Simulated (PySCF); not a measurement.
Task: Give a PBE0-D3(BJ)/def2-SVP geometry of InChI=1S/BClH6NP/c2-1(3)4/h1H,4H2,3H3/t1-/m0/s1.

Result: 
```
atom  x, y, z in Å
N1    -1.397    0.011    0.049
B2     0.030    0.788    0.078
P3     1.382   -0.563    0.567
Cl4    0.134    1.556   -1.606
H5    -1.575   -0.466    0.936
H6    -1.414   -0.683   -0.702
H7    -2.154    0.674   -0.134
H8    -0.068    1.622    0.959
H9     1.732   -1.005   -0.747
H10    2.475    0.342    0.672
```

Any rigid rotation of these coordinates is as good. Atoms count from 1 in this order. N1 (nitrogen bonded to B and 3 H) is tetrahedral (angles from 107.3° to 111.2°). B2 (four-coordinate boron) is distorted tetrahedral (angles from 103.4° to 118.0°). P3 (three-coordinate phosphorus) is pyramidal (angles 98.8°, 96.3° and 94.4°, sum 289.5°, 0.79 Å off the plane of its three neighbours).

Bonds between heavy atoms (Å): N1–B2 1.624, B2–P3 1.973, B2–Cl4 1.854.

The calculation used PySCF 2.14.0, PBE0-D3(BJ)/def2-SVP geometry optimisation, gas phase.

Point group: C1 (no symmetry element, even within 0.4 Å). No frequency check. One conformer, not necessarily the lowest (N1–B2–P3–H 90° and -174°).

On one thread, Arm Neoverse V2 (aarch64), shared host with 96 logical CPUs at a one-minute load of 11, this took 11 s wall and 0.40 GiB of memory at its peak. These figures are those of the optimisation.
